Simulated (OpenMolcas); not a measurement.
## Br5+: from CASSCF to CASPT2

```json
{
 "Program": "OpenMolcas",
 "Basis": "ANO-RCC [9s8p6d4f2g]",
 "Scalar Hamiltonian": "DKH2, point nucleus",
 "Active space": "2 electrons in 8 orbitals (4s 4p 5s 5p)",
 "State averaging": "2S+1 = 3 even, 3 roots; 2S+1 = 1 even, 7 roots; 2S+1 = 3 odd, 3 roots; 2S+1 = 1 odd, 3 roots",
 "Spin-orbit coupling": "RASSI with atomic mean-field integrals over the reference wave functions, term energies averaged over their components"
}
```

Methods on the same reference wave functions:
A. CASSCF
B. SS-CASPT2, IPEA 0.25 Eh, imaginary shift 0.1 Eh (closed shells correlated: 3d)
C. MS-CASPT2, IPEA 0.25 Eh, imaginary shift 0.1 Eh (closed shells correlated: 3d)

Energies in cm-1 above 4s2 1S0, the measured ground level; measured values from Moore, Atomic Energy Levels, vol. II, NSRDS-NBS 35 (1971 reprint of NBS Circular 467, 1952).

| Level | A | B | C | Measured |
| --- | --- | --- | --- | --- |
| 4s2 1S0 | 0.0 | 0.0 | 0.0 | 0.0 |
| 4s 4p 3P* 0 | 101528 | 102145 | 102252 | 104316 |
| 4s 4p 3P* 1 | 103484 | 104068 | 104176 | 106431 |
| 4s 4p 3P* 2 | 107806 | 108423 | 108530 | 111336 |
| 4s 4p 1P* 1 | 162385 | 151747 | 151854 | 151274 |
| 4p2 3P0 | 243181 | 242579 | 242681 | 244136 |
| 4p2 3P1 | 245843 | 245387 | 245494 | 247406 |
| 4p2 3P2 [52 %] | 249340 | 246698 | 246805 |  |
| 4p2 1D2 [52 %] | 263912 | 252514 | 252621 |  |

Deviations, from unrounded energies. A percentage is the sum of absolute deviations over the sum of measured energies, with the sign that they share, or ± where signs differ.

```tsv
Against measurement	Levels	A	B	C
mean absolute deviation (cm-1)	6	3800	1900	1800
other configurations (%)	6	±2.4	±1.2	±1.1
```

B, C lie about equally close to measurement and A furthest from it. The largest miss of C in the table is 4s 4p 3P* 2, by -2800 cm-1. The ranking rests on the paired levels alone, and a cruder setting can come out closer through cancelling errors.

Between B and C the level of the table that moves most is 4p2 3P1, by 110 cm-1 (lowest in B, highest in C).

The lowest spin-free term lies below A's lowest term by 0.207 hartree in B, 0.208 hartree in C.

Over all roots computed the reference weight is 0.92 to 0.99 in B, 0.92 to 0.99 in C; the roots of lowest weight are the least certain, and an intruder state may touch them. Active for correlation alone: 5p 5s; no level in the range computed is led by a configuration that fills them, so any true level of that kind is missing. The ¹D term of p² mixes with s d, which this space lacks. Computed and measured levels are paired by configuration, term and J; levels that our copy of the source lacks, or whose pairing is in doubt (as where it misses far off the trend of its configuration), stay unpaired and out of the deviations. Levels of configurations outside the active space are missing. The table leaves out levels that lie high or whose names do not pair safely across all columns.

A share in square brackets marks a mixed level and gives the weight of the term that names it, the lowest over the columns. * marks odd parity.
